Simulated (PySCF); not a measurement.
Work out the structure from these simulated measurements.

Formula: CH5B3Cl2.

| Quantity | Value |
| --- | --- |
| Dipole | 1.45 D [CAM-B3LYP/def2-SVPD] |
| Polarisability | 81.7 au [CAM-B3LYP/def2-SVPD] |
| 13C NMR | chemical shifts (computed TMS as zero) by class: 61.2 (1 C) ppm [GIAO CAM-B3LYP/pcSseg-2] |
| 1H NMR | chemical shifts (computed TMS as zero) by class: 8.30 (1 H), 7.62 (2 H), 3.83 (2 H) ppm [GIAO CAM-B3LYP/pcSseg-2] |
| NMR, other nuclei | isotropic shieldings of nuclei other than C and H, by class: 5 (1 B), 8 (1 B), 16 (1 B), 654 (2 Cl) ppm [GIAO CAM-B3LYP/pcSseg-2] |
| Valence photoelectron | vertical ionisation energy: 10.47 eV [ΔSCF CAM-B3LYP/def2-SVPD] |
| Rotational structure | rotational constants A, B, C: 2.904, 1.363, 0.981 GHz [PBE0-D3(BJ)/def2-SVP] |
| UV, strongest line | among the 10 lowest singlet transitions: S10 at 7.28 eV (170 nm, f = 0.069) [TDDFT CAM-B3LYP/def2-SVPD] |
| UV, first state | lowest singlet excitation: 4.82 eV (257 nm, f = 0.007) [TDDFT CAM-B3LYP/def2-SVPD] |

The electronic properties come from PySCF, for the isolated species, density fitting. Levels stand in brackets. The structure is a single PBE0-D3(BJ)/def2-SVP conformer in the gas phase; no vibrational or solvent corrections. Each NMR value is the plain mean over a class of atoms that symmetry, rotation or inversion makes alike.

Problem. Give a SMILES that accounts for the data.

Solution. Numbering: `[BH2:1][CH2:2][BH:3][B:4]([Cl:5])[Cl:6]`. The one carbon: sp3 carbon bound to boron [C2] (61.2 ppm). Hydrogen classes from least to most shielded: 1 H on a three-coordinate boron, B3 (8.30 ppm), 2 H on a three-coordinate boron, B1 (7.62 ppm), 2 H on an sp3 carbon bound to boron, C2 (3.83 ppm, a mean of values up to 0.6 ppm apart in this geometry). The other shieldings belong to: 5 ppm, three-coordinate boron [B3]; 8 ppm, three-coordinate boron [B1]; 16 ppm, three-coordinate boron [B4]; 654 ppm, chlorine bonded to B [Cl5/Cl6]. S1 is mainly HOMO→LUMO (weight 0.86); the largest Löwdin shares of the orbital it empties are 0.23 on a three-coordinate boron, 0.20 on a three-coordinate boron, 0.20 on a chlorine bonded to B and 0.19 on a chlorine bonded to B, of the orbital it fills 0.25 on a three-coordinate boron, 0.24 on a three-coordinate boron, 0.16 on the sp3 carbon bound to boron and 0.08 on a three-coordinate boron. The optimised geometry has point group C1 and is an asymmetric top. Structure: `BCBB(Cl)Cl`. The assignments are read from this structure; whether some other isomer fits the data as well wasn't checked.

Conformer computed: `[BH2:1][CH2:2][BH:3][B:4]([Cl:5])[Cl:6]`: B1–C2–B3–B4 -103°, C2–B3–B4–Cl5 82°.
